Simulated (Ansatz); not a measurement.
Reactions of C$_{2}$H$_{7}$InO (`C[O][InH][CH3]`).

Computed with Ansatz on PBE0-D4/def2-TZVP structures; ΔE is electronic, products minus reactants. CCSD(T)/CBS is the MP2 limit (def2-TZVPP, def2-QZVPP) plus CCSD(T) − MP2 in def2-TZVPP, frozen cores. This one scheme is used for every species. Functionals use def2-TZVPP. Elements past krypton have def2 core potentials. For Ge, In outer-core shells are correlated without core-valence functions, which leaves a few kJ/mol of doubt a bond. Scalar relativity is left out up to krypton. One conformer a species, not always the lowest.

```csv
reaction,r2SCAN-D4 (kJ/mol),CCSD/CBS(def2) (kJ/mol),PBE0-D4 (kJ/mol),B97M-V (kJ/mol),CCSD(T)/CBS(def2) (kJ/mol)
`C[O][InH][CH3]` + H₂ → `[CH3][InH2]` + CH₃OH,28,22,14,16,29
`C[O][InH][CH3]` + `[OH][GeH3]` → `C[O][GeH3]` + `C[O][InH2]`,78,84,77,67,85
`C[O][InH][CH3]` + `O[SiH3]` → `[CH3][InH][O][SiH3]` + CH₃OH,-26,-31,-28,-28,-29
`C[O][InH][CH3]` + H₂S → `[CH3][InH][SH]` + CH₃OH,-65,-65,-73,-62,-63
`C[O][InH][CH3]` + `[SH][InH2]` → `[CH3][InH][SH]` + `C[O][InH2]`,0,0,0,0,0
```

Largest T1 diagnostic: 0.017, for `C[O][InH2]`.
